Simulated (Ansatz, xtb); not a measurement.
**Relaxing a trial structure of BH8OSi2+**

The starting geometry of this gas-phase singlet was built from a drawn formula by distance geometry and a force field; its bonds are those of `[BH3-][Si+]([OH2+])[SiH3]`.

```xyz
12

B    -0.7553    0.0130   -1.6761
O    -1.8902    1.3963    0.9457
Si   -0.8119    0.2991    0.2658
Si    0.6502   -0.7742    1.6012
H    -0.9893   -1.1918   -1.9064
H    -1.6061    0.6457   -2.1690
H     0.3134    0.2558   -2.0669
H    -2.8205    1.0497    0.6123
H    -1.7300    2.2282    0.4854
H    -0.1148   -1.6410    2.5133
H     1.4840   -1.6738    0.7544
H     1.4935    0.1468    2.3017
```

**Question.** Where would you expect an optimisation with r2SCAN-D4/def2-SVP to take it?

**Answer.** A new bond forms, giving a structure with H5 bridging Si3 and B1, given below by its coordinates. Distances that change by over a tenth: B1–H5 (1.25 → 1.41 Å), O2–Si3 (1.68 → 1.89 Å). Contacts that close: Si3–H5 (2.64 → 1.68 Å).

The energy falls by 2.30 eV over 30 steps:

| step | E − E(last) (eV) |
| --- | --- |
| 1 | 2.302 |
| 4 | 0.819 |
| 7 | 0.406 |
| 11 | 0.139 |
| 14 | 0.093 |
| 17 | 0.038 |
| 20 | 0.007 |
| 24 | 0.001 |
| 27 | 0.000 |
| 30 | 0.000 |

Final geometry (Å):

```yaml
atoms:
  - { symbol: B, position_ang: [-0.7457, 0.1940, -1.9762] }
  - { symbol: O, position_ang: [-1.8343, 1.1816, 0.6821] }
  - { symbol: Si, position_ang: [-0.3161, 0.4232, -0.1525] }
  - { symbol: Si, position_ang: [0.7561, -0.6871, 1.6431] }
  - { symbol: H, position_ang: [-1.1213, -0.7667, -1.0220] }
  - { symbol: H, position_ang: [-1.7462, 0.6836, -2.4292] }
  - { symbol: H, position_ang: [0.1333, -0.3252, -2.6113] }
  - { symbol: H, position_ang: [-2.4509, 1.7386, 0.1674] }
  - { symbol: H, position_ang: [-2.2321, 0.9297, 1.5372] }
  - { symbol: H, position_ang: [-0.3444, -1.1764, 2.5214] }
  - { symbol: H, position_ang: [1.5244, -1.7765, 0.9888] }
  - { symbol: H, position_ang: [1.6004, 0.3351, 2.3126] }
```

From the same start GFN2-xTB ends elsewhere, in pieces: BH6Si2 + H2O.

No frequencies were run, so the end isn't proven a minimum. Run with Ansatz 0.2.0, 4.5 min on 1 thread of AMD EPYC (Zen 3), with other jobs on the host.
